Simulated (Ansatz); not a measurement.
Isomers of C2H8GeO

2 of its isomers, all singlets with charge 0: A = `CC[O][GeH3]`; B = `C[O][GeH2][CH3]`.

Shapes, held fixed at every level: PBE0-D4/def2-TZVP. Flexible molecules stand in one conformer, not always the lowest. Programs: Ansatz 0.2.0.

A:

```xyz
12

C    -1.1301    1.5652    0.2440
C    -0.1185    0.4693    0.4744
O    -0.0773   -0.3640   -0.6643
Ge    1.0498   -1.7400   -0.6512
H    -2.1201    1.1389    0.0703
H    -1.1835    2.2268    1.1122
H    -0.8553    2.1594   -0.6297
H    -0.3926   -0.1114    1.3684
H     0.8719    0.9088    0.6679
H     2.4877   -1.2106   -0.4803
H     0.8496   -2.4278   -2.0043
H     0.6953   -2.6697    0.5265
```

B:

```xyz
12

C     0.2392    2.1362    0.1782
O     0.6567    0.7962    0.1565
Ge   -0.5725   -0.4688   -0.1108
C     0.4108   -2.1367   -0.0796
H     1.1160    2.7658    0.3503
H    -0.4831    2.3337    0.9825
H    -0.2181    2.4444   -0.7724
H    -1.6245   -0.3632    1.0171
H    -1.2576   -0.1932   -1.4689
H     0.9062   -2.2542    0.8845
H    -0.2616   -2.9814   -0.2370
H     1.1654   -2.1340   -0.8665
```

Electronic energies in kJ/mol, without zero-point or thermal terms.

| level | kind | B − A |
| --- | --- | --- |
| HF/def2-SVP | Hartree–Fock | -14.1 |
| PBE-D4/def2-TZVPP | GGA | -24.0 |
| BHLYP-D4/def2-TZVPP | global hybrid | -23.6 |
| PBE0-D4/def2-TZVPP | global hybrid | -24.1 |
| r2SCAN0-D4/def2-TZVPP | global hybrid | -24.8 |
| B2PLYP/def2-TZVPP | double hybrid | -25.2 |
| MP2/def2-SVP | perturbation theory | -14.0 |
| CCSD(T)/def2-TZVPP | coupled cluster or CI | -25.9 |

The highest level, CCSD(T)/def2-TZVPP, puts B lowest of these. All levels agree on that. The B − A difference spans -25.9 to -14.0 kJ/mol over the levels. Relativity is left out for Ge. Outer-core shells of Ge are correlated in most correlated rows, in sets that cover them unevenly.
